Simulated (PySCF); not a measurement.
Compound: In(CF3)3, C3F9In.
SMILES: `F[C]([In]([C](F)(F)F)[C](F)(F)F)(F)F`

Method used: TDDFT CAM-B3LYP/def2-SVPD, vertical, gas phase, core orbitals frozen in the response, def2 core potentials past Kr (PySCF). Isolated species at its PBE0-D3(BJ)/def2-SVP geometry, gas phase. Spin–orbit coupling is left out.

Question: Predict the UV-vis stick spectrum at this level.

Answer: 

| state | E (eV) | E (hartree) | f | \|μ\| (D) | main configurations (H = HOMO, L = LUMO) |
| --- | --- | --- | --- | --- | --- |
| S1 | 4.77 | 0.1755 | 0.0000 | 0.01 | H→L (99%) |
| S2 | 4.78 | 0.1758 | 0.0000 | 0.02 | H-1→L (99%) |
| S3 | 6.74 | 0.2475 | 0.277 | 3.29 | H→L+1 (97%) |
| S4 | 6.75 | 0.2481 | 0.288 | 3.36 | H-1→L+1 (97%) |
| S5 | 7.97 | 0.2928 | 0.0000 | 0.02 | H-1→L+3 (48%), H→L+4 (44%) |
| S6 | 8.23 | 0.3026 | 0.133 | 2.07 | H-2→L (98%) |
| S7 | 8.46 | 0.3108 | 0.039 | 1.10 | H-1→L+2 (32%), H→L+4 (27%), H-1→L+3 (24%) |
| S8 | 8.46 | 0.3108 | 0.037 | 1.08 | H→L+3 (32%), H→L+2 (31%), H-1→L+4 (20%) |
| S9 | 8.57 | 0.3151 | 0.0004 | 0.12 | H-1→L+4 (47%), H→L+3 (38%) |
| S10 | 8.77 | 0.3224 | 0.298 | 2.99 | H→L+2 (46%), H-4→L (27%), H-1→L+4 (10%) |

Triplets (Tamm–Dancoff): T1 4.43 eV, H→L (98%); T2 4.44 eV, H-1→L (98%); T3 5.08 eV, H→L+1 (90%); T4 5.08 eV, H-1→L+1 (91%).

The lowest singlet lies at 4.77 eV (260 nm, ultraviolet) and is dark (f under 0.0005); its leading configuration is HOMO→LUMO (99%). The strongest level in the table is S10 at 8.77 eV (141 nm, f = 0.298). It is the last of those listed, so stronger ones may follow. S1/S2 and S7/S8 lie within about 0.01 eV of each other in each set. Löwdin shares by element: HOMO (one of a set within 0.03 eV) carbon 22% or more, fluorine 20% or more, indium 18% (atoms not listed hold the other 40%); LUMO indium 61%, carbon 19% (atoms not listed hold the other 20%). Orbital energies (eV): HOMO-3 -13.91, HOMO-2 -13.23, HOMO-1 -10.37, HOMO -10.37, LUMO -2.17, LUMO+1 -0.98, LUMO+2 0.66. The listed states span 4.00 eV, and the widest gap between neighbours is 1.95 eV (S2 to S3). All these states lie below the vertical ionisation energy of 11.17 eV (ΔSCF). Only the lowest 10 singlets were computed, as vertical energies without vibronic structure.
